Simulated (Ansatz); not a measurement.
Reaction (ligand exchange at a Ge–C bond): `F[CH2][GeH2][Br]` + HCl → `[Cl][GeH2][Br]` + `CF`

Gas-phase electronic energies from Ansatz, PBE0-D4/def2-TZVP geometries. CCSD(T)/CBS adds triple-zeta CCSD(T) − MP2 to the extrapolated MP2 energy (def2 sets, frozen cores). This one scheme is used for every species. DFT in def2-TZVPP. HSE06 is defined as in plane-wave codes. For Br, Ge outer-core shells are correlated without core-valence functions, which leaves a few kJ/mol of doubt a bond. Scalar relativity is left out up to krypton. One conformer a species, not always the lowest.

(1) Is it downhill or uphill in electronic energy at CCSD(T)/CBS, and by how much? (Estimate.)

(2) What do these levels give: r2SCANh-D4, BHLYP-D4, r2SCAN, HSE06, LC-ωPBE, MP2/def2-SVP? (Estimate.)

(3) What do rigid-rotor, harmonic-oscillator terms from PBE0-D4/def2-TZVP frequencies (298.15 K, 1 bar) make of the CCSD(T)/CBS value? (Best estimate.)

Largest T1 diagnostic among the species: 0.010.

Answers

(1) Computed: Downhill: ΔE = -22.3 kcal/mol.

(2) Computed: r2SCANh-D4 -23.5, BHLYP-D4 -24.8, r2SCAN -23.3, HSE06 -23.3, LC-ωPBE -22.3, MP2/def2-SVP -23.5 kcal/mol.

(3) Ansatz gave: ΔZPE = +2.6 kcal/mol, ΔH = -20.2 kcal/mol, ΔS = 6 J/(mol·K), ΔG = -20.6 kcal/mol.

Leaving LDA and LC-ωPBE aside and taking each functional with its dispersion term where it has one, the values, not all of them listed here, spread over 2.9 kcal/mol, from BHLYP-D4 to PBE-D4. LDA lies +1.9 kcal/mol from PBE without D4. From PBE to PBE0 (25 % exact exchange), in def2-TZVPP and without D4, ΔE moves by −1.0 kcal/mol. In def2-TZVPP, CCSD(T) changes the Hartree–Fock value by +5.1 kcal/mol (the triples alone add +0.3 kcal/mol) and MP2 by +4.1 kcal/mol.
